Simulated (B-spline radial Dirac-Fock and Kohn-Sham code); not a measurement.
Level of theory: the Dirac equation of a negative muon with reduced mass in the field of a spherical finite nucleus, with the Uehling potential to all orders; nuclear polarisation, deformation, hyperfine structure, self-energy, higher-order vacuum polarisation, relativistic recoil and electron screening are left out; a radial finite-basis atomic code. The nuclear charge is a Fermi distribution (skin thickness 2.3 fm).

Problem. A muonic atom of atomic mass 152.92 u emits these computed lines: 2p3/2 → 1s1/2 4531 keV, 3d5/2 → 2p3/2 1537 keV, 4f7/2 → 3d5/2 550.4 keV, 5g9/2 → 4f7/2 253.4 keV. Which element is it, and what rms charge radius was used?

Solution. Europium (Z = 63, nuclide ¹⁵³Eu); the high transitions hardly feel the nucleus and fix Z. The 2p → 1s line lies 4460 keV below the value for a point nucleus without QED, which for this nuclear model gives a radius near 5.11 fm (5.1115 fm was used).
